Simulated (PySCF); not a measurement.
Sn⁺ (tin, charge +1): UHF calculation

Configuration: [Kr] 4d10 5s1 5p1 6s1, high-spin 4P determinant (an excited configuration). Computed with PySCF 2.14 in aug-cc-pVQZ-DK3 (9s8p6d3f2g, 102 functions), with scalar relativity by spin-free X2C-1e.

```
Total energy                                                  : -6172.833460 hartree
One-electron energy                                           : -8466.2562 hartree
Hartree (Coulomb) energy                                      : 2457.2164 hartree
Exchange energy                                               : -163.7937 hartree
⟨S²⟩                                                          : 3.7519
⟨L²⟩                                                          : 2.116
Sum of ⟨r⟩                                                    : 35.27 bohr
Sum of ⟨r²⟩                                                   : 73.41 bohr²
Traceless quadrupole moment −½Σ⟨3z² − r²⟩ along its main axis : -0.265 e·bohr²
Langevin diamagnetic susceptibility                           : -58.1 ×10⁻⁶ cm³/mol
```

| shell | electrons | mean orbital energy (eV) | spread (eV) | rms radius, mean of both spins (bohr) |
| --- | --- | --- | --- | --- |
| 1s α | 1 | -29355.0 | 0 | 0.0333 |
| 1s β | 1 | -29354.8 | 0 | 0.0333 |
| 2s α | 1 | -4536.0 | 0 | 0.136 |
| 2s β | 1 | -4535.9 | 0 | 0.136 |
| 2p α | 3 | -4069.0 | 0.011 | 0.121 |
| 2p β | 3 | -4068.9 | 0.092 | 0.121 |
| 3s α | 1 | -926.18 | 0 | 0.361 |
| 3s β | 1 | -925.88 | 0 | 0.361 |
| 3p α | 3 | -769.30 | 0.073 | 0.362 |
| 3p β | 3 | -769.14 | 0.261 | 0.362 |
| 3d α | 5 | -527.30 | 0.183 | 0.341 |
| 3d β | 5 | -527.26 | 0.230 | 0.341 |
| 4s α | 1 | -173.63 | 0 | 0.874 |
| 4s β | 1 | -172.97 | 0 | 0.874 |
| 4p α | 3 | -123.68 | 0.110 | 0.949 |
| 4p β | 3 | -123.36 | 0.579 | 0.949 |
| 4d α | 5 | -49.054 | 0.426 | 1.17 |
| 4d β | 5 | -48.654 | 0.690 | 1.17 |
| 5s α | 1 | -26.896 | 0 | 2.39 |
| 5p α | 1 | -18.098 | 0 | 2.89 |
| 6s α | 1 | -7.459 | 0 | 6.03 |

The outer electron is Rydberg-like, and this basis confines it to a smaller radius and binds it less than a complete one would.

Densities and radii are taken from the X2C orbitals without a picture-change correction, which distorts them close to the nucleus.

Spin-orbit constants ζ (cm⁻¹) from the X2C one-electron operator on these orbitals: bare nucleus, nucleus screened by l(l+1)(2l+1)/3 electrons, and screened by the Breit-Pauli mean field of the electrons.

```csv
shell,bare,screened nucleus,mean field
2p,1237000,1187000,n/a
3p,228700,219500,n/a
3d,34320,27460,n/a
4p,38620,37080,n/a
4d,4026,3221,n/a
5p,3339,3206,n/a
```

To first order the Landé constant is A = 1069 cm⁻¹, so the lowest level has J = 1/2 and lies 0.331 eV below the centre of the term. This holds in LS coupling only.
